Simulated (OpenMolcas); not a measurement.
A run on Co2+ among 6 point charges of -2.2 e arranged as a trigonal prism (D3h), 2.19 Å from the ion, with a polar angle of 43.2° against the regular 49.1°.

| Item | Value |
| --- | --- |
| Program | OpenMolcas 26.06 |
| Method | SS-CASPT2, IPEA 0.25 Eh, imaginary shift 0.1 Eh (closed shells correlated: 3s 3p) |
| Basis | ANO-RCC-VDZP [5s4p2d1f] |
| Scalar Hamiltonian | DKH2, point nucleus |
| Active space | 7 electrons in 5 orbitals (3d) |
| State averaging | 2S+1 = 4 even, 10 roots; 2S+1 = 2 even, 40 roots |
| Spin-orbit coupling | RASSI with atomic mean-field integrals over the reference wave functions |

First CASPT2 step and the start of its output:

```
&CASPT2
Multistate=10 1 2 3 4 5 6 7 8 9 10
NoMult
Frozen=5
IPEA=0.25
Imaginary=0.1
MaxIter=60
WThr=0.0 0.3 0.05
PrWF=0.5
NoMix
```

```
--- CASPT2 ---
Orbital specifications:
      -----------------------

      Symmetry species                           1
                                                 a
      Frozen orbitals                            5
      Inactive orbitals                          4
      Active orbitals                            5
      Secondary orbitals                        20
      Deleted orbitals                           0
      Number of basis functions                 34
Type of calculation                        SS-CASPT2
      Fock operator                              state-specific
      IPEA shift                                 0.25
      Real shift                                 0.00
      Imaginary shift                            0.10
      The input orbitals will be transformed to quasi-canonical
Reference energy:       -1397.7348970004
      E2 (Non-variational):      -0.3236177289
      Shift correction:          -0.0001503058
      E2 (Variational):          -0.3237680347
      Total energy:           -1398.0586650350
      Residual norm:              0.0000003598
      Reference weight:           0.95085
      Contributions to the CASPT2 correlation energy
      Active & Virtual Only:         -0.1092231140
      One Inactive Excited:          -0.1459043740
      Two Inactive Excited:          -0.0684902409
Reference energy:       -1397.7348962654
      E2 (Non-variational):      -0.3236152367
      Shift correction:          -0.0001502647
      E2 (Variational):          -0.3237655014
      Total energy:           -1398.0586617667
      Residual norm:              0.0000003596
      Reference weight:           0.95086
      Contributions to the CASPT2 correlation energy
      Active & Virtual Only:         -0.1092214443
...
```

Over all roots the printed reference weights run from 0.65 to 0.95, and roots that are degenerate in the reference spread by up to 43 cm-1.

Task: Did the run give usable levels, and if not, why?

Result: No. The equations converged, but the reference weight falls to 0.65 for at least one root against 0.95 for the best. A drop of that size marks an intruder state, so the energies of such roots and the levels built on them can't be trusted.
